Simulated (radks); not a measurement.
Species: Br+. Configuration: [Ar] 3d10 4s1 4p5 (not the ground configuration). Calculated with a radial shooting solver on a logarithmic mesh with Libxc functionals: scalar-relativistic Kohn-Sham, SCAN, spin-polarised, spherical densities, finite nucleus; open shells are filled with parallel spins first; meta-GGA in the generalised Kohn-Sham scheme; Fermi nuclear charge, rms radius 4.1629 fm.

Unscreened Slater integrals over Kohn-Sham orbitals (eV). They are taken over the spin-up orbitals.

integral,value
"F0(4p,4p)",12.903
"F2(4p,4p)",6.7778
"F0(4p,4s)",13.870
"G1(4p,4s)",9.2501
"F0(4p,3d)",16.784
"F2(4p,3d)",3.4715
"G1(4p,3d)",1.1737
"G3(4p,3d)",1.0747
"F0(4p,3p)",16.849
"F2(4p,3p)",3.2898
"G0(4p,3p)",0.80739
"G2(4p,3p)",0.93611
"F0(4s,4s)",15.128
"F0(4s,3d)",19.280
"G2(4s,3d)",1.6592
"F0(4s,3p)",19.374
"G1(4s,3p)",1.2869
"F0(3d,3d)",42.343
"F2(3d,3d)",20.243
"F4(3d,3d)",12.730
"F0(3d,3p)",42.764
"F2(3d,3p)",20.534
"G1(3d,3p)",24.815
"G3(3d,3p)",15.392
"F0(3p,3p)",43.611
"F2(3p,3p)",21.889

Derived for the open shells (J is the average intra-shell exchange parameter used in DFT+U). 4p: J = F2/5 = 1.356 eV.
